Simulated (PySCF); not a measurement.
All numbers come from PySCF, PBE0, basis Ti def2-SVP, O def2-SVP, I def2-SVP with ECP28 (scalar-relativistic core potentials, no spin–orbit coupling, density fitting). Open shells, if any, are unrestricted.

Task: What shape and geometry does isolated singlet TiOI₂ take (every ligand bound to Ti)?

Result: Formally Ti is in oxidation state +4, d0. The polar-tensor charge on Ti, 1.82, is far below the formal one. The lowest minimum found is a singlet of C2v symmetry with Ti–I 2.587 Å (×2), Ti–O 1.565 Å; I–Ti–I 129.6°, I–Ti–O 115.2° (×2). Its harmonic wavenumbers are 43 (b1), 60 (a1), 173 (b2), 207 (a1), 380 (b2), 1160 (a1) cm⁻¹ and its dipole moment is 0.48 D.

Stability towards spin polarisation was not tested. Only a few start shapes were tried, so a lower isomer may exist.
